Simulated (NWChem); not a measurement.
A series in which one site is exchanged, each optimised at PBE0/def2-SVP with NWChem, gas phase unless a solvent is named. This build's default masses of Se (78.918 u) and Br (79.917 u) are each other's, which moves their modes by up to 0.6 %. Some are not confirmed as minima by frequencies. def2 effective core potentials on Cd, Te; no spin-orbit coupling.

A: [CH3][Zn][F] (CH3FZn; site = Zn)
B: [F][Cd][CH3] (CH₃CdF; site = Cd)
C: [Se](C)F (CH$_{3}$FSe; site = Se)
D: C[Te]F (CH$_{3}$FTe; site = Te)

Values for A:

dipole (D), PBE0/def2-SVP: 2.50
orbital gap (eV), PBE0/def2-SVP: 8.29
vertical ionisation energy, ΔSCF, PBE/def2-SVP (eV): 10.87
lowest singlet excitation, PBE0/def2-SVPD, TDA (eV): 7.34

Problem. How do these values change for the other members?

Solution. 
| change from A | B | C | D |
|---|---|---|---|
| dipole (D), PBE0/def2-SVP | +0.45 | +0.01 | +0.31 |
| orbital gap (eV), PBE0/def2-SVP | -0.52 | -3.21 | -4.17 |
| vertical ionisation energy, ΔSCF, PBE/def2-SVP (eV) | -0.32 | -2.10 | -2.65 |
| lowest singlet excitation, PBE0/def2-SVPD, TDA (eV) | -0.35 | -4.20 | -4.87 |
